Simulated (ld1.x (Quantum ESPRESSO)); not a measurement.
Varying the TM potential for Ir

Base potential:

```
Element                 : iridium
Generator               : ld1.x (Quantum ESPRESSO) 7.5
Type                    : norm-conserving Troullier–Martins (Kleinman–Bylander form)
Functional              : PBE
Relativity              : fully relativistic
Frozen core             : [Xe] 4f14
Valence charge          : 9
Reference configuration : 5d7 6s2 6p0
Partial waves           : 6s (bound): rc 1.80 bohr; 5d (bound): rc 1.90 bohr; 6p (bound, empty): rc 3.50 bohr
Local potential         : the p channel
Core correction         : Bessel-smoothed model core, default radius (core density twice the valence density)
```

Open shells are filled in proportion to 2j + 1 (rel_dist='average').

All-electron outer shells of the reference configuration (PBE, scalar-relativistic, ld1.x):

```
shell  level (eV)  outermost node (bohr)  outermost maximum (bohr)
   4f      -62.19                      –                      0.39
   5p      -54.70                   0.54                      1.01
   5d       -7.15                   0.59                      1.29
   6s       -6.33                   1.17                      2.38
   6p       -1.22                   1.39                      3.47
```

Cutoffs, loose and tight: the cutoffs (Ry, on a coarse ladder) from which the occupation-weighted sum of valence levels, in a spherical-Bessel basis at the reference potential, stays within 10 and 1 mRy of its value at 400 Ry. They do not see the model core or the augmentation charge, which bear on the density cutoff. Test errors are all-electron minus pseudo excitation energies from the reference, over the configurations 5d7 6s1 6p0; 5d7 6s0 6p0; 5d6 6s0 6p0; 5d8 6s0 6p0; 5d5 6s0 6p0; 5d6 6s2 6p1; 5d7 6s0 6p2. A dash means not determined; rows that change the core or the reference have their own tests. The largest error is taken over the tests solved by every variant that gives reliable tests at all: 5d5 6s0 6p0; 5d6 6s0 6p0; 5d6 6s2 6p1; 5d7 6s0 6p0; 5d7 6s0 6p2; 5d7 6s1 6p0.

The default core radius of the base comes out at 1.20 bohr.

```tsv
change	outcome	cutoff, loose	cutoff, tight	bound ghosts	largest test error (meV)
base	generated	40 Ry	80 Ry	none	-1051
core [Kr] 4d10 4f14, valence charge 17; reference 5s2 5p6 5d7 6s2 6p0; waves now 5s (bound): rc 0.95 bohr; 5p (bound): rc 1.35 bohr; 5d (bound): rc 1.60 bohr; local potential all-electron potential smoothed inside 1.15 bohr (lloc = -1); core correction none	failed: run_pseudo: Errors in PS-KS equation	–	–	–	–
reference 5d7 6s1 6p1	generated, misses its reference levels by 0.50 eV	40 Ry	70 Ry	none	-185
wave 6s (bound): rc 1.80 bohr becomes 6s (bound): rc 2.36 bohr	generated	40 Ry	50 Ry	none	-920
core correction none	generated	40 Ry	80 Ry	none	-648
wave 6p (bound): rc 3.50 bohr becomes 6p (bound): rc 4.98 bohr	generated	40 Ry	80 Ry	none	-1159
type RRKJ; local potential all-electron potential smoothed inside 2.35 bohr (lloc = -1)	failed: compute_chi: n is too large	–	–	–	–
all radii but the core radius scaled by about 1.39 (s 2.50, p 4.86, d 2.64 bohr)	generated	30 Ry	40 Ry	none	-942
wave 5d (bound): rc 1.90 bohr becomes 5d (bound): rc 2.94 bohr	generated	30 Ry	70 Ry	none	-849
all radii but the core radius scaled by about 1.37 (s 2.46, p 4.78, d 2.60 bohr)	generated	35 Ry	40 Ry	none	-954
core [Kr] 4d10, valence charge 31; reference 4f14 5s2 5p6 5d7 6s1 6p1; waves now 5s (bound): rc 0.95 bohr; 5p (bound): rc 1.20 bohr; 4f (bound): rc 0.50 bohr; 5d (bound): rc 1.45 bohr; local potential the d channel; core correction none	failed: the pseudo-atom did not reach self-consistency	–	–	–	–
scalar-relativistic	generated	40 Ry	80 Ry	none	-1077
```

Q: What comes out with this change to the base: wave 6s (bound): rc 1.80 bohr becomes 6s (bound): rc 1.70 bohr?

A: outcome: generated; cutoff, loose: 40 Ry; cutoff, tight: 110 Ry; bound ghosts: none; largest test error (meV): -1100.
